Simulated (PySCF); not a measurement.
Compound: (ClBe-mu-Cl)2.
Cartesian coordinates in Å at the PBE0-D3(BJ)/def2-SVP level; atoms count from 1:
```
atom  x, y, z in Å
Be1    1.3046    0.1038    0.1169
Cl2    3.1268    0.2450    0.2844
Cl3   -0.0730   -0.6505    1.4003
Be4   -1.3049   -0.1016   -0.1159
Cl5   -3.1257   -0.2543   -0.2883
Cl6    0.0722    0.6576   -1.3974
```

Lines to be assigned: Be 1s: 122.71 eV; Cl 1s: 2828.65 (area 2), 2830.29 (area 2) eV; Cl 2p3/2: 206.07 (area 2), 207.64 (area 2) eV.

Computed with delta-SCF UKS SCAN, pcX-2 on the ionised atom, pcseg-1 elsewhere, spin-free X2C in PySCF. Isolated species at its PBE0-D3(BJ)/def2-SVP geometry (one conformer only).

(1) Which chlorine gives which Cl 1s line?

(2) Assign the Cl 2p3/2 lines to atoms.

Results:

(1) 2828.65 eV: Cl2/Cl5 (chlorine bonded to Be); 2830.29 eV: Cl3/Cl6 (chlorine bonded to 2 Be). Lowest listed Cl 1s: Cl2/Cl5, bonded to Be. Highest, 1.64 eV above it: Cl3/Cl6, bonded to 2 Be.

(2) 206.07 eV: Cl2/Cl5 (chlorine bonded to Be); 207.64 eV: Cl3/Cl6 (chlorine bonded to 2 Be). The listed Cl 2p3/2 values span 1.57 eV, from Cl2/Cl5 (bonded to Be) to Cl3/Cl6 (bonded to 2 Be).

Bonded neighbours of each site: Be1/Be4: 3 Cl; Cl2/Cl5: Be; Cl3/Cl6: 2 Be.

Q: Which effective nuclear charge Zeff reproduces each element's mean 1s value in the hydrogen-like formula E = 13.606 eV × Zeff²?

A: Be (Z = 4): mean 122.7 eV, Zeff = 3.00, Z − Zeff = 1.00; Cl (Z = 17): mean 2829.5 eV, Zeff = 14.42, Z − Zeff = 2.58. Means run over the listed sites, weighted by atom count.

Atoms equivalent by their bonding share one computed value, that of the first of them. Spin–orbit coupling isn't in the SCF: each 2p doublet comes from a relaxed spin-free hole plus a matrix of the shell (mean-field spin–orbit coupling and the ground-state 2p splitting), with 2p3/2 averaged over its two sublevels. 2p1/2 minus 2p3/2 (ligand field included): Cl 1.65 eV.
